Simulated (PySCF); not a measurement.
**Excitation energy of W(2+) by level of theory**

W(2+) [Xe] 4f14 5d4 (5D) → W(2+) [Xe] 4f14 5d3 6s1 (5F), as a difference of total energies. Computed with PySCF 2.14 in def2-TZVPPD with the def2 core potential (60 electrons) (6s5p3d2f1g, 59 functions), with scalar relativity through the core potential. Correlated levels: valence: 5s2 5p6 frozen; valence and next inner shell: nothing frozen outside the core potential. The calculations carry no spin-orbit coupling.

```tsv
method	excitation energy (cm⁻¹)
UHF	10393
LDA	8961.2
PBE	9376.2
PBE0	10591
r2SCAN	8293.1
TPSSh	9773.9
B97-3	10546
LC-wPBE	11657
wB97X	11733
MP2 (valence)	11350
SCS-MP2 (valence)	10712
MP2 (valence and next inner shell)	10124
SCS-MP2 (valence and next inner shell)	10029
```
